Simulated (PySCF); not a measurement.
Isomers of C3H9NO2Si2.

All values: PBE0/pcSseg-1 (PySCF) at GFN2-xTB geometries, gas phase, one conformer each.

(1) Rank by HOMO–LUMO gap, lowest first.
A. `[CH2:1]=[N:2][CH2:3][SiH2:4][Si@@H:5]([OH:6])[CH:7]=[O:8]` with C1–N2–C3–Si4 112°, N2–C3–Si4–Si5 45°, C3–Si4–Si5–O6 175°, Si4–Si5–O6–H 138°, Si4–Si5–C7–O8 -112°
B. `[NH2:1][C:2](=[O:3])[Si@H:4]1[CH2:5][CH2:6][SiH2:7][O:8]1` with H–N1–C2–O3 4° and 174°, N1–C2–Si4–C5 -96°, C2–Si4–C5–C6 143°, Si4–C5–C6–Si7 -31°, C5–C6–Si7–O8 21°, C6–Si7–O8–Si4 1°
C. `[NH2:1][CH2:2][C@@H:3]1[SiH2:4][O:5][SiH2:6][C:7]1=[O:8]` with H–N1–C2–C3 180° and -62°, N1–C2–C3–Si4 -164°, C2–C3–Si4–O5 -154°, C3–Si4–O5–Si6 11°, Si4–O5–Si6–C7 4°, O5–Si6–C7–O8 150°
D. `[N:1]#[C:2][Si@H:3]([SiH3:4])[O:5][CH2:6][CH2:7][OH:8]` with C2–Si3–O5–C6 173°, Si3–O5–C6–C7 47°, O5–C6–C7–O8 -63°, C6–C7–O8–H 169°

(2) Rank by dipole moment, lowest first.
A. `[N:1]#[C:2][Si@H:3]([SiH3:4])[O:5][CH2:6][CH2:7][OH:8]` with C2–Si3–O5–C6 173°, Si3–O5–C6–C7 47°, O5–C6–C7–O8 -63°, C6–C7–O8–H 169°
B. `[NH2:1][CH2:2][C@@H:3]1[SiH2:4][O:5][SiH2:6][C:7]1=[O:8]` with H–N1–C2–C3 180° and -62°, N1–C2–C3–Si4 -164°, C2–C3–Si4–O5 -154°, C3–Si4–O5–Si6 11°, Si4–O5–Si6–C7 4°, O5–Si6–C7–O8 150°
C. `[CH2:1]=[N:2][SiH2:3][Si@@H:4]([CH:5]=[O:6])[O:7][CH3:8]` with C1–N2–Si3–Si4 -113°, N2–Si3–Si4–C5 -162°, Si3–Si4–C5–O6 -59°, Si3–Si4–O7–C8 54°
D. `[CH2:1]=[N:2][CH2:3][SiH2:4][Si@@H:5]([OH:6])[CH:7]=[O:8]` with C1–N2–C3–Si4 112°, N2–C3–Si4–Si5 45°, C3–Si4–Si5–O6 175°, Si4–Si5–O6–H 138°, Si4–Si5–C7–O8 -112°
E. `[NH2:1][C:2](=[O:3])[Si@H:4]1[CH2:5][CH2:6][SiH2:7][O:8]1` with H–N1–C2–O3 4° and 174°, N1–C2–Si4–C5 -96°, C2–Si4–C5–C6 143°, Si4–C5–C6–Si7 -31°, C5–C6–Si7–O8 21°, C6–Si7–O8–Si4 1°

(3) Rank by HOMO energy, lowest first.
A. `[NH2:1][CH2:2][C@@H:3]1[SiH2:4][O:5][SiH2:6][C:7]1=[O:8]` with H–N1–C2–C3 180° and -62°, N1–C2–C3–Si4 -164°, C2–C3–Si4–O5 -154°, C3–Si4–O5–Si6 11°, Si4–O5–Si6–C7 4°, O5–Si6–C7–O8 150°
B. `[CH2:1]=[N:2][CH2:3][SiH2:4][Si@@H:5]([OH:6])[CH:7]=[O:8]` with C1–N2–C3–Si4 112°, N2–C3–Si4–Si5 45°, C3–Si4–Si5–O6 175°, Si4–Si5–O6–H 138°, Si4–Si5–C7–O8 -112°
C. `[N:1]#[C:2][Si@H:3]([SiH3:4])[O:5][CH2:6][CH2:7][OH:8]` with C2–Si3–O5–C6 173°, Si3–O5–C6–C7 47°, O5–C6–C7–O8 -63°, C6–C7–O8–H 169°

Results:

(1) C (5.27 eV), A (5.41 eV), B (6.79 eV), D (7.46 eV).

(2) B (1.20 D), D (2.65 D), E (3.59 D), C (3.85 D), A (6.97 D).

(3) C (-8.19 eV), B (-6.85 eV), A (-6.70 eV).

All values together:

| SMILES | μ (D) | HOMO (eV) | LUMO (eV) | lowest IAO charge (e) | highest IAO charge (e) | lowest Hirshfeld charge (e) | highest Hirshfeld charge (e) |
| --- | --- | --- | --- | --- | --- | --- | --- |
| NC(=O)[Si@H]1CC[SiH2]O1 | 3.59 | -6.86 | -0.07 | -0.901 (O) | +1.070 (Si) | -0.317 (O) | +0.422 (Si) |
| C=NC[SiH2][Si@@H](O)C=O | 2.65 | -6.85 | -1.43 | -0.800 (O) | +0.837 (Si) | -0.313 (O) | +0.326 (Si) |
| NC[C@@H]1[SiH2]O[SiH2]C1=O | 1.20 | -6.70 | -1.43 | -0.897 (O) | +1.012 (Si) | -0.319 (O) | +0.418 (Si) |
| C=N[SiH2][Si@@H](C=O)OC | 3.85 | -6.78 | -1.48 | -0.638 (O) | +0.827 (Si) | -0.224 (O) | +0.330 (Si) |
| N#C[Si@H]([SiH3])OCCO | 6.97 | -8.19 | -0.73 | -0.625 (O) | +0.858 (Si) | -0.217 (O) | +0.345 (Si) |

Conformers: `[NH2:1][C:2](=[O:3])[Si@H:4]1[CH2:5][CH2:6][SiH2:7][O:8]1` with H–N1–C2–O3 4° and 174°, N1–C2–Si4–C5 -96°, C2–Si4–C5–C6 143°, Si4–C5–C6–Si7 -31°, C5–C6–Si7–O8 21°, C6–Si7–O8–Si4 1°; `[CH2:1]=[N:2][CH2:3][SiH2:4][Si@@H:5]([OH:6])[CH:7]=[O:8]` with C1–N2–C3–Si4 112°, N2–C3–Si4–Si5 45°, C3–Si4–Si5–O6 175°, Si4–Si5–O6–H 138°, Si4–Si5–C7–O8 -112°; `[NH2:1][CH2:2][C@@H:3]1[SiH2:4][O:5][SiH2:6][C:7]1=[O:8]` with H–N1–C2–C3 180° and -62°, N1–C2–C3–Si4 -164°, C2–C3–Si4–O5 -154°, C3–Si4–O5–Si6 11°, Si4–O5–Si6–C7 4°, O5–Si6–C7–O8 150°; `[CH2:1]=[N:2][SiH2:3][Si@@H:4]([CH:5]=[O:6])[O:7][CH3:8]` with C1–N2–Si3–Si4 -113°, N2–Si3–Si4–C5 -162°, Si3–Si4–C5–O6 -59°, Si3–Si4–O7–C8 54°; `[N:1]#[C:2][Si@H:3]([SiH3:4])[O:5][CH2:6][CH2:7][OH:8]` with C2–Si3–O5–C6 173°, Si3–O5–C6–C7 47°, O5–C6–C7–O8 -63°, C6–C7–O8–H 169°.
